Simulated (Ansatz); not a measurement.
Ligand exchange: Ga(CH3)Cl2 + Si(CH3)3Cl → GaCl3 + Si(CH3)4

Species: Ga(CH3)Cl2, singlet; Si(CH3)3Cl (chlorotrimethylsilane), singlet; GaCl3 (gallium trichloride (monomer)) `[Cl][Ga]([Cl])[Cl]`, singlet; Si(CH3)4 (tetramethylsilane), singlet. The partners trade CH3 for Cl: Ga–CH3 and Si–Cl bonds give way to Ga–Cl and Si–CH3.

Shapes, held fixed at every level: PBE0-D4/def2-TZVP. Programs: Ansatz 0.2.0. Electronic energies: no zero-point or thermal term.

```json
{"level": "HF/def2-SVP", "kind": "Hartree–Fock", "ΔE (kJ/mol)": "+1.8", "less CCSD(T)/def2-TZVPP": "-10.1"}
{"level": "SPW92/def2-TZVPP", "kind": "LDA", "ΔE (kJ/mol)": "+20.0", "less CCSD(T)/def2-TZVPP": "+8.1"}
{"level": "r2SCAN-D4/def2-TZVPP", "kind": "meta-GGA", "ΔE (kJ/mol)": "+14.9", "less CCSD(T)/def2-TZVPP": "+3.0"}
{"level": "PBE0-D4/def2-TZVPP", "kind": "global hybrid", "ΔE (kJ/mol)": "+14.7", "less CCSD(T)/def2-TZVPP": "+2.8"}
{"level": "wB97X-V/def2-TZVPP", "kind": "range-separated hybrid", "ΔE (kJ/mol)": "+14.3", "less CCSD(T)/def2-TZVPP": "+2.4"}
{"level": "CCSD(T)/def2-SVP", "kind": "coupled cluster or CI", "ΔE (kJ/mol)": "-3.1", "less CCSD(T)/def2-TZVPP": "-15.0"}
{"level": "CCSD/def2-SVP", "kind": "coupled cluster or CI", "ΔE (kJ/mol)": "-2.5", "less CCSD(T)/def2-TZVPP": "-14.4"}
{"level": "CCSD(T)/def2-TZVPP", "kind": "coupled cluster or CI", "ΔE (kJ/mol)": "+11.9", "less CCSD(T)/def2-TZVPP": "0.0"}
```

The highest level, CCSD(T)/def2-TZVPP, gives ΔE = +11.9 kJ/mol; the levels span -3.1 to +20.0. They disagree on the sign: 6 of 8 are positive. The column of differences is taken from that level and isn't an error. No measured value is set beside it here. Relativity is left out for Ga unless named. Correlated rows may include outer-core shells of Ga, which these sets cover unevenly.
